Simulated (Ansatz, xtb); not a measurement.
## Relative energy of two isomers of C5H8O2

Structure I: `C=C(O)/C=C/OC`, a singlet. Structure II: `C=C/C=C(\O)OC`, a singlet. Both are isolated molecules in the gas phase, relaxed with B3LYP-D3(BJ)/def2-SVP, each in the lowest conformer that the search found.

Quicker runs give these differences E(II) − E(I): GFN2-xTB −2.0 kcal/mol; HF/STO-3G −4.0 kcal/mol (at GFN2-xTB geometries); r2SCAN-D4/def2-SVP −2.9 kcal/mol (at GFN2-xTB geometries).

**Question.** Estimate E(II) − E(I) at the level CCSD(T)/def2-SVP + ΔMP2/def2-TZVPP.

**Answer.** Calculated at CCSD(T)/def2-SVP + ΔMP2/def2-TZVPP: E(II) − E(I) = −2.6 kcal/mol, so structure II lies lower.

Level by level:

| level | geometry | E(II) − E(I) (kcal/mol) | departure from the last row (kcal/mol) | job, with rough time for the two |
| --- | --- | --- | --- | --- |
| GFN2-xTB | GFN2-xTB | −2.0 | +0.6 | optimisation, 0.13 s |
| HF/STO-3G | GFN2-xTB | −4.0 | −1.4 | single point, 0.5 s |
| r2SCAN-D4/def2-SVP | GFN2-xTB | −2.9 | −0.3 | single point, 3.4 s |
| B3LYP-D3(BJ)/def2-SVP | B3LYP-D3(BJ)/def2-SVP | −2.8 | −0.2 | optimisation, 37 s |
| HF/def2-SVP | B3LYP-D3(BJ)/def2-SVP | −4.1 | −1.5 | part of the CCSD(T) run |
| MP2/def2-SVP | B3LYP-D3(BJ)/def2-SVP | −3.6 | −1.0 | part of the CCSD(T) run |
| CCSD(T)/def2-SVP | B3LYP-D3(BJ)/def2-SVP | −3.3 | −0.7 | single point |
| CCSD(T)/def2-SVP + ΔMP2/def2-TZVPP | B3LYP-D3(BJ)/def2-SVP | −2.6 |  | single point, 87 s |

As drawn, both hold the same kinds of bond in the same numbers.

The levels shown agree on the order. The largest departure from CCSD(T)/def2-SVP + ΔMP2/def2-TZVPP is that of HF/def2-SVP, 1.5 kcal/mol. The last row adds to CCSD(T) the change of the MP2 difference between the two basis sets, here +0.7 kcal/mol.

With thermal terms from frequencies at re-optimised GFN2-xTB minima (ideal gas, soft modes damped towards free rotors, one conformer each, 298.15 K, 1 atm): on the last row, ΔE + ΔZPE = −2.8, ΔH = −2.7, ΔG = −2.9 kcal/mol.

The correlated steps freeze 7 core orbitals. Programs: Ansatz 0.2.0, xtb 6.7.1; the last row on 2 threads of Intel(R) Xeon(R) Platinum 8488C (Sapphire Rapids) on a shared host.
